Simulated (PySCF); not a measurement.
C3H6O3, charge -1, doublet, geometry from GFN2-xTB (a state made from the parent by changing its charge; the spin is typed, not shown lowest) (in this run its highest filled SCF level lies above zero, so its values depend strongly on the basis, on diffuse functions most of all). Base run: CCSD/STO-3G (PySCF).

Here is a job for PySCF.
```python
from pyscf import gto, scf, cc

mol = gto.M(
    atom='''
C     1.86908909   -0.27599836   -0.68761294
O     1.07798847   -0.60316654    0.41237537
C    -0.01183540    0.34650925    0.70298535
O     0.06024219    1.51643286    0.21198255
O    -1.24530684   -0.38149268    0.62135395
C    -1.78788964   -0.45297271   -0.67634249
H     1.71721028    0.78373111   -0.93425118
H     2.92678385   -0.44249221   -0.44191098
H     1.61292623   -0.88849507   -1.57068801
H    -2.83692428   -0.75904479   -0.59427720
H    -1.24878568   -1.18391595   -1.29919161
H    -1.73078510    0.53079867   -1.15955538
''',
    basis='sto-3g',
    charge=-1,
    spin=1,
    verbose=4,
)

mf = scf.UHF(mol)
mf.kernel()

mycc = cc.CCSD(mf)
mycc.kernel()
print('E(CCSD) = %.10f' % mycc.e_tot)
mf.analyze()
```

The base run was repeated with changes; each row names its change, and settings that it needs were set with it.

```
change                                ΔE vs base (mEh)  MP2 correlation (Eh)  CC correlation without the perturbative part (Eh)  basis functions
------------------------------------  ----------------  --------------------  -------------------------------------------------  ---------------
base                                             0.000              -0.25094                                           -0.31902               36
cart = on                                        0.000              -0.25094                                           -0.31902               36
cc.conv_tol = 1e-5                               0.000              -0.25094                                           -0.31902               36
frozen = 6                                       1.322              -0.24942                                           -0.31770               36
cc.iterative_damping = 0.8                       0.000              -0.25094                                           -0.31902               36
method = mp2                                    68.083              -0.25094                                                  -               36
method = ccsd(t)                                -7.391              -0.25094                                           -0.31902               36
cc.conv_tol = 1e-9                               0.000              -0.25094                                           -0.31902               36
frozen = 7                                      18.591              -0.23506                                           -0.30043               36
density fitting = JK and correlation            -0.451              -0.25089                                           -0.31898               36
```

Open shells are given as the SCF converged; they aren't shown to be the lowest states, and a large step between rows can be another state.
